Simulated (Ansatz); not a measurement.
Total energies of (4-methoxyphenyl)phenyliodonium mesylate (C14H15IO4S) from Ansatz at PBE0-D4/def2-TZVP, gas phase (1 Eh = 27.2114 eV = 2625.5 kJ/mol). The reference geometry is relaxed at PBE-D4/def2-SVP.

```
atom    x (Å)    y (Å)    z (Å)
  C1   3.0846  -2.4683   1.1265
  O2   2.6880  -2.7036  -0.2316
  C3   1.3961  -2.5018  -0.5406
  C4   0.4028  -2.2377   0.4252
  C5  -0.8899  -1.8937   0.0235
  C6  -1.1665  -1.8509  -1.3459
  I7  -2.9343  -0.8127  -1.8942
  C8  -2.0224   1.1660  -1.8324
  C9  -2.0631   1.9471  -2.9925
 C10  -1.3623   3.1653  -2.9563
 C11  -0.6336   3.5312  -1.8111
 C12  -0.6165   2.7014  -0.6804
 C13  -1.3424   1.4944  -0.6648
 C14  -0.2215  -2.1699  -2.3390
 C15   1.0608  -2.5251  -1.9208
 H16   2.6922  -3.2609   1.7987
 H17   2.7164  -1.4865   1.4916
 H18   4.1891  -2.4976   1.1278
 H19   0.6253  -2.1527   1.5042
 H20  -1.5933  -1.5587   0.8029
 H21  -2.6009   1.6326  -3.8985
 H22  -1.3693   3.8137  -3.8460
 H23  -0.0637   4.4730  -1.8086
 H24  -0.0223   2.9280   0.2185
 H25  -1.3363   0.8846   0.2664
 H26  -0.4633  -2.1203  -3.4100
 H27   1.8451  -2.7651  -2.6529
 C28  -0.0574   1.4793   3.9797
 S29   0.0680   0.3616   2.5562
 O30   0.6837  -0.8952   3.1121
 O31  -1.3729   0.1814   2.0957
 O32   0.9206   1.0662   1.5384
 H33   0.9633   1.6571   4.3653
 H34  -0.5190   2.4267   3.6450
 H35  -0.6848   0.9911   4.7478
```

```
                state                    geometry  energy (Eh)
     charge 0 singlet                   reference  -1538.48934
     charge 1 doublet                   reference  -1538.19798
    charge -1 doublet                   reference  -1538.53993
    charge -1 doublet  relaxed at PBE-D4/def2-SVP  -1538.59128
free C atom (triplet)                           –    -37.80537
free O atom (triplet)                           –    -75.01860
free I atom (doublet)                           –   -297.69312
free H atom (doublet)                           –     -0.50104
free S atom (triplet)                           –   -397.97371
```

In the def2 sets I takes a core potential; there is no spin–orbit coupling. Single mean-field runs in def2-TZVP are fitted with def2-universal-jkfit.

(1) Work out the vertical ionisation energy to the doublet.

(2) Work out the vertical electron affinity, to the doublet.

(3) Give the fundamental gap IE − EA, the Mulliken electronegativity (IE + EA)/2 and the hardness (IE − EA)/2.

(4) How much does the charge -1 doublet relax, and what is the adiabatic electron affinity?

(5) What is the binding energy per atom against free atoms?

(1) E(charge 1 doublet) − E(charge 0 singlet) = -1538.19798 − (-1538.48934) = 0.29136 Eh = 7.93 eV. For comparison, −ε of the highest occupied level is 6.25 eV at this level, 1.68 eV less.

(2) E(charge 0 singlet) − E(charge -1 doublet) = -1538.48934 − (-1538.53993) = 0.05059 Eh = 1.38 eV. The basis lacks diffuse functions, which makes affinities too small.

(3) From the values in Eh: IE − EA = 0.29136 − 0.05059 = 0.24077 Eh = 6.55 eV; (IE + EA)/2 = 4.65 eV; (IE − EA)/2 = 3.28 eV. The HOMO–LUMO gap of the same run is 3.58 eV, 2.97 eV smaller than the fundamental gap.

(4) Relaxation: -1538.53993 − (-1538.59128) = 0.05135 Eh = 1.40 eV. Adiabatic electron affinity: 0.10194 Eh = 2.77 eV, without zero-point energy. Bonds change on the way (1 lost, 0 formed), so the relaxed form is another species. 

(5) Atoms: 14 × (-37.80537) + 4 × (-75.01860) + 1 × (-297.69312) + 15 × (-0.50104) + 1 × (-397.97371) = -1532.53201 Eh. Binding: -1532.53201 − (-1538.48934) = 5.95733 Eh = 162.11 eV, or 4.63 eV for each of 35 atoms (no zero-point energy, no counterpoise term).

The restricted singlet is unstable towards broken spin symmetry in Hartree–Fock (as tested in another run); at PBE0-D4/def2-TZVP this wasn't settled. At PBE0-D4/def2-TZVP the highest occupied level of the charge -1 doublet lies above zero (up to 0.03 eV). By energy differences its removal costs 1.38 eV (vertical, to the charge 0 singlet, at PBE0-D4/def2-TZVP); self-interaction error and the lack of diffuse functions both raise the level.
